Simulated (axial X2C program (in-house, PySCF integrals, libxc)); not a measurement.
A run on TcI without results

A two-component calculation with an axial X2C code built on PySCF integrals.

Input and command:
```json
{"zs": [53, 43], "q": 0, "bas": ["dyall-acv3z", "dyall-acv3z"], "r0": 2.61, "eom": "ee", "thr": -2.0, "nmax": 88}
```
```bash
python soeom.py task.json out
```

Keys: zs atomic numbers; q charge; bas basis sets; r0 starting distance in Å; eom kind of EOM run; thr threshold in hartree for freezing inner shells (an s shell follows its p shell); nmax most natural virtual spinors.

Outcome:

The PBE0 distance search ended without bracketing a minimum (an unconverged step or the end of its range); this says nothing on whether the molecule is bound.
